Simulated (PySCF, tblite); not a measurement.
Isomers of C6H6ClNSi, one GFN2-xTB conformer each. Single-point energies are computed at PBE0/pcSseg-1 (PySCF, gas phase, no added dispersion term), electronic only.

Task: Rank them by PBE0/pcSseg-1 energy, lowest first (kcal/mol).
A. `[CH:1]#[C:2][Si@@:3]([Cl:4])([C:5]#[C:6][CH3:7])[N:8]=[CH2:9]` with C2–Si3–N8–C9 -122°
B. `[CH:1]#[C:2][c:3]1[cH:4][cH:5][cH:6][n:7]1[SiH2:8][Cl:9]` with C6–N7–Si8–Cl9 0°

Result: B (0.0), A (35.4).

As drawn, the lower has an aromatic ring, which the higher lacks; the higher has a C=N bond and an Si–C bond, which the lower lacks. GFN2-xTB itself gives, in the same order: 0.0, 79.3. Both levels put the same isomer lowest.

Task: Which frontier levels, dipoles and rotational constants go with these structures?

Result: 
```
                SMILES  HOMO (eV, PBE0/pcSseg-1)  LUMO (eV)  dipole (D)       A, B, C (MHz)
    C#Cc1cccn1[SiH2]Cl                     -6.27      -0.55        0.74  1913, 892.7, 613.1
C#C[Si@@](Cl)(C#CC)N=C                     -7.21      -1.28        3.90  1189, 733.3, 711.6
```

Task: What happens when harmonic zero-point energies from GFN2-xTB frequencies are added?

Result: 
```tsv
SMILES	ZPE (kcal/mol)	electronic (kcal/mol)	with ZPE (kcal/mol)
C#Cc1cccn1[SiH2]Cl	61.1	0.0	0.0
C#C[Si@@](Cl)(C#CC)N=C	60.5	35.4	34.8
```

The zero-point energies span 0.6 kcal/mol. The order is unchanged.
